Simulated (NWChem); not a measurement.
Program: NWChem. System: silylarsine (H5AsSi), charge 0, spin multiplicity 1, at a geometry optimised with B3LYP/def2-SVP. Level: constrained B3LYP/def2-SVP, VWN1-RPA local correlation.

Part of the output:

```
             Northwest Computational Chemistry Package (NWChem) 7.3.0
             --------------------------------------------------------

                                NWChem Input Module
                                -------------------

 Scaling coordinates for geometry "geometry" by  1.889725989
 (inverse scale =  0.529177249)

                             Geometry "geometry" -> ""
                             -------------------------

 Output coordinates in angstroms (scale by  1.889725989 to convert to a.u.)

  No.       Tag          Charge          X              Y              Z
 ---- ---------------- ---------- -------------- -------------- --------------
    1 Si                  14.0000     1.55685500    -0.29991900     0.00000000
    2 As                  33.0000    -0.78292100     0.21059700     0.00000000
    3 H                    1.0000     2.16862800     0.31677900     1.21319900
    4 H                    1.0000     2.16862800     0.31677900    -1.21319900
    5 H                    1.0000     1.84728300    -1.76334600     0.00000000
    6 H                    1.0000    -1.07205700    -0.81051900     1.10355200
    7 H                    1.0000    -1.07205700    -0.81051900    -1.10355200

 Effective nuclear repulsion energy (a.u.)     162.9400874587

            Nuclear Dipole moment (a.u.)
            ----------------------------
        X                 Y               Z
 ---------------- ---------------- ----------------
     0.0000037795     0.0000170075     0.0000000000


 Summary of "ao basis" -> "" (spherical)
 ------------------------------------------------------------------------------
       Tag                 Description            Shells   Functions and Types
 ---------------- ------------------------------  ------  ---------------------
 *                          def2-svp                  on all atoms

                                 NWChem DFT Module
                                 -----------------

 Summary of "ao basis" -> "ao basis" (spherical)
 ------------------------------------------------------------------------------
       Tag                 Description            Shells   Functions and Types
 ---------------- ------------------------------  ------  ---------------------
 Si                         def2-svp                 8       18   4s3p1d
 As                         def2-svp                12       32   5s4p3d
 H                          def2-svp                 3        5   2s1p
[...]
 Vector   27  Occ=0.000000D+00  E= 1.665186D-02
              MO Center= -7.2D-01, -4.7D-02,  1.2D-06, r^2= 3.6D+00
   Bfn.  Coefficient  Atom+Function         Bfn.  Coefficient  Atom+Function
  ----- ------------  ---------------      ----- ------------  ---------------
    35      1.092366  2 As pz                67     -0.848225  6 H  s
    72      0.848221  7 H  s                 32      0.287927  2 As pz
    66     -0.236787  6 H  s                 71      0.236786  7 H  s
    29     -0.189424  2 As pz                52     -0.120648  3 H  s
    57      0.120648  4 H  s                 13      0.096087  1 Si pz

 Vector   28  Occ=0.000000D+00  E= 2.303434D-02
              MO Center= -1.9D-01, -2.3D-01, -7.2D-07, r^2= 4.6D+00
   Bfn.  Coefficient  Atom+Function         Bfn.  Coefficient  Atom+Function
  ----- ------------  ---------------      ----- ------------  ---------------
    33      0.765120  2 As px                67      0.673111  6 H  s
    72      0.673114  7 H  s                  3     -0.569254  1 Si s
    34      0.550569  2 As py                62      0.464630  5 H  s
    23     -0.458362  2 As s                 11      0.418765  1 Si px
     4     -0.394375  1 Si s                 30      0.247780  2 As px

 Vector   29  Occ=0.000000D+00  E= 3.804253D-02
              MO Center=  1.6D-01, -3.8D-01, -6.4D-08, r^2= 5.4D+00
   Bfn.  Coefficient  Atom+Function         Bfn.  Coefficient  Atom+Function
  ----- ------------  ---------------      ----- ------------  ---------------
    23      1.289719  2 As s                 11      0.907331  1 Si px
    34     -0.876172  2 As py                67     -0.844416  6 H  s
    72     -0.844417  7 H  s                  4     -0.634335  1 Si s
    22      0.540935  2 As s                 33      0.521483  2 As px
    21     -0.289852  2 As s                 12     -0.256958  1 Si py

     ---------------------------------------------
      Total Density - Mulliken Population Analysis
     ---------------------------------------------

    Atom       Charge   Shell Charges
 -----------   ------   -------------------------------------------------------
    1 Si  14    12.88   2.00  1.98  1.07 -0.07  5.93  1.24  0.61  0.12
    2 As  33    33.22   2.00  2.00  1.99  1.41  0.44  6.00  5.97  1.63  1.70  8.12  1.79  0.17
    3 H    1     1.28   0.77  0.49  0.01
    4 H    1     1.28   0.77  0.49  0.01
    5 H    1     1.27   0.77  0.49  0.01
    6 H    1     1.04   0.71  0.32  0.01
    7 H    1     1.04   0.71  0.32  0.01

     -------------------------------------------
      Total Density - Lowdin Population Analysis
     -------------------------------------------

    Atom       Charge   Shell Charges
 -----------   ------   -------------------------------------------------------
    1 Si  14    13.40   2.00  1.93  0.68  0.34  5.81  1.24  1.17  0.23
    2 As  33    33.04   2.00  2.00  1.95  1.04  0.56  5.99  5.80  1.68  1.89  7.81  2.04  0.28
    3 H    1     1.16   0.68  0.46  0.02
    4 H    1     1.16   0.68  0.46  0.02
    5 H    1     1.16   0.68  0.46  0.02
    6 H    1     1.05   0.61  0.39  0.04
    7 H    1     1.05   0.61  0.39  0.04

 center of mass
 --------------
 x =  -0.19310200 y =   0.08079919 z =   0.00000000

 moments of inertia (a.u.)
 ------------------
          56.150321893154          89.603575026426           0.000000000000
          89.603575026426         475.895712641808           0.000000000000
           0.000000000000           0.000000000000         493.325333205955

     Multipole analysis of the density
     ---------------------------------

     L   x y z        total         alpha         beta         nuclear
     -   - - -        -----         -----         ----         -------
     0   0 0 0     -0.000000    -26.000000    -26.000000     52.000000

     1   1 0 0      0.212895      0.106446      0.106446      0.000004
     1   0 1 0     -0.190512     -0.095264     -0.095264      0.000017
     1   0 0 1     -0.000002     -0.000001     -0.000001      0.000000

     2   2 0 0    -27.076786   -137.236456   -137.236456    247.396126
     2   1 1 0      0.637447     21.965970     21.965970    -43.294494
     2   1 0 1      0.000001      0.000000      0.000000      0.000000
     2   0 2 0    -27.256583    -26.746373    -26.746373     26.236163
     2   0 1 1      0.000000      0.000000      0.000000      0.000000
     2   0 0 2    -26.081941    -22.645987    -22.645987     19.210032

 Task  times  cpu:        2.8s     wall:        2.8s

 Total times  cpu:        2.9s     wall:        2.9s
```

Write an NWChem input that would produce this output.

One answer among several that fit: 
```
start mol
memory heap 200 mb stack 900 mb global 1100 mb
geometry units angstroms nocenter noautoz noautosym
  Si     1.556855    -0.299919     0.000000
  As    -0.782921     0.210597     0.000000
  H      2.168628     0.316779     1.213199
  H      2.168628     0.316779    -1.213199
  H      1.847283    -1.763346     0.000000
  H     -1.072057    -0.810519     1.103552
  H     -1.072057    -0.810519    -1.103552
end
basis spherical
  * library def2-svp
end
dft
  xc b3lyp
  semidirect memsize 60000000 filesize 0
  iterations 100
  convergence nolevelshifting
  cdft 1 1 charge 0.6 pop lowdin
end
task dft energy
```
